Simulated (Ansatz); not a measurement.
`CO/C=[N]/[GaH2]` → `[CH2]` (triplet) + `O/C=[N]/[GaH2]` at 500 K and 1 bar (formal loss of a carbene).

Gas-phase electronic energies from Ansatz, PBE0-D4/def2-TZVP geometries. CBS: MP2 limit from def2 TZ/QZ plus the TZ coupled-cluster correction, frozen cores. This one scheme is used for every species. Double bonds are as drawn, so ΔE can hold a change between cis and trans. Triplets are unrestricted, without spin–orbit coupling. For Ga outer-core shells are correlated without core-valence functions, which leaves a few kJ/mol of doubt a bond. Scalar relativity is left out up to krypton. One conformer a species, not always the lowest.

| species | CCSD(T)/CBS energy (Eh) | H − E (kJ/mol) | S (J/(mol·K)) |
| --- | --- | --- | --- |
| `CO/C=[N]/[GaH2]` | -2133.50172 | 250.3 | 420.5 |
| `[CH2]` (triplet) | -39.09499 | 62.7 | 213.9 |
| `O/C=[N]/[GaH2]` | -2094.25715 | 167.6 | 374.2 |

H − E and S are ideal-gas, rigid-rotor, harmonic terms from PBE0-D4/def2-TZVP, for one conformer and one mirror image of each species, with the whole ground term of open shells counted as degenerate. 1 Eh = 2625.50 kJ/mol, R = 8.31446 J/(mol·K).

Problem. By hand: ΔE, ΔH, ΔS and ΔG.

Solution. ΔE = (-39.09499) + (-2094.25715) − (-2133.50172) = 0.14958 Eh = 392.7 kJ/mol. Δ(H − E) = 62.7 + 167.6 − 250.3 = -20.0, so ΔH = 372.7 kJ/mol. ΔS = 213.9 + 374.2 − 420.5 = 167.6 J/(mol·K). ΔG = 372.7 − 500 × (167.6)/1000 = 288.9 kJ/mol.

Problem. By hand: the equilibrium constant, and the temperature at which ΔG would vanish if ΔH and ΔS stayed fixed.

Solution. log₁₀ K = −ΔG/(RT ln 10) = -30.2. ΔG = 0 at ΔH/ΔS = 2224 K.

The number of gas molecules changes by +1, which sets the sign of ΔS. A doubt of 5 kJ/mol in ΔE shifts log₁₀ K by 0.5 here. Other conformers and mirror images would add mixing entropy, several J/(mol·K) or more a flexible species. A triplet takes part, so the spin changes. These are equilibria of isolated gas molecules and say nothing of rates. Largest T1 diagnostic: 0.016 (customary marks: 0.02 for closed shells, 0.045 for open ones).
